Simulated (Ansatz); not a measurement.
Reaction (formal exchange of groups at a C–S bond): `FCSC[SiH3]` + `CB[SiH3]` → `CB([SiH3])CF` + `[SiH3]CS`

Calculated with Ansatz (gas phase, PBE0-D4/def2-TZVP geometries, no zero-point term in ΔE). CBS: MP2 limit from def2 TZ/QZ plus the TZ coupled-cluster correction, frozen cores. Functionals use def2-TZVPP. One conformer a species, not always the lowest.

`FCSC[SiH3]`:

Z-matrix (Å, degrees):
```
C
S 1 1.778
F 1 1.381 2 112.7
H 1 1.092 2 106.6 3 119.1
H 1 1.092 2 111.1 3 -120.7
C 2 1.813 1 100.3 3 71.8
Si 6 1.881 2 111.9 1 79.6
H 6 1.093 2 105.7 1 -161.3
H 6 1.092 2 109.2 1 -46.9
H 7 1.484 6 109.0 2 63.5
H 7 1.489 6 110.7 2 -176.1
H 7 1.487 6 110.2 2 -56.1
```

`CB[SiH3]`:

```xyz
10

C     0.603   -1.459    0.066
B    -0.431   -0.394   -0.382
Si   -0.380    1.547    0.169
H     1.332   -1.455   -0.765
H     0.220   -2.481    0.110
H     1.173   -1.226    0.967
H    -1.303   -0.724   -1.140
H    -0.505    2.457   -1.005
H     0.846    1.931    0.926
H    -1.556    1.805    1.053
```

`CB([SiH3])CF`:

Z-matrix (Å, degrees):
```
C
B 1 1.560
H 1 1.093 2 115.5
H 1 1.097 2 109.6 3 -122.9
H 1 1.097 2 109.8 3 123.2
Si 2 2.026 1 122.6 3 -179.5
C 2 1.558 1 118.2 3 0.5
H 6 1.490 2 110.2 1 119.7
H 6 1.490 2 110.4 1 -121.1
H 6 1.491 2 112.2 1 -0.6
F 7 1.390 2 115.7 1 179.9
H 7 1.101 2 109.6 1 57.6
H 7 1.101 2 109.6 1 -57.9
```

`[SiH3]CS`:

Cartesian coordinates in Å:
```
Si -0.019 -0.300 -1.037
C 0.191 -0.332 0.828
S -0.708 1.030 1.619
H -1.451 -0.477 -1.385
H 0.784 -1.380 -1.675
H 0.453 1.013 -1.551
H -0.258 -1.245 1.228
H 1.241 -0.329 1.128
H -0.232 2.020 0.846
```

Question: Is it downhill or uphill in electronic energy at CCSD(T)/CBS, and by how much? (An estimate is asked.)

Answer: Ansatz gave: Downhill: ΔE = -9.8 kcal/mol.

Question: What do these levels give: PBE-D4, ωB97M-V, PBE, r2SCAN, HF/def2-TZVPP, SCS-MP2/def2-TZVPP, CCSD/def2-TZVPP, CCSD(T)/def2-TZVPP, HF/def2-QZVPP, SCS-MP2/def2-QZVPP, MP2/CBS(def2), CCSD/CBS(def2)? (An estimate is asked.)

Answer: Computed: PBE-D4 -9.4, ωB97M-V -10.3, PBE -9.5, r2SCAN -9.9, HF/def2-TZVPP -10.5, SCS-MP2/def2-TZVPP -9.5, CCSD/def2-TZVPP -10.6, CCSD(T)/def2-TZVPP -10.1, HF/def2-QZVPP -10.5, SCS-MP2/def2-QZVPP -9.3, MP2/CBS(def2) -9.3, CCSD/CBS(def2) -10.3 kcal/mol.

Largest T1 diagnostic among the species: 0.012.
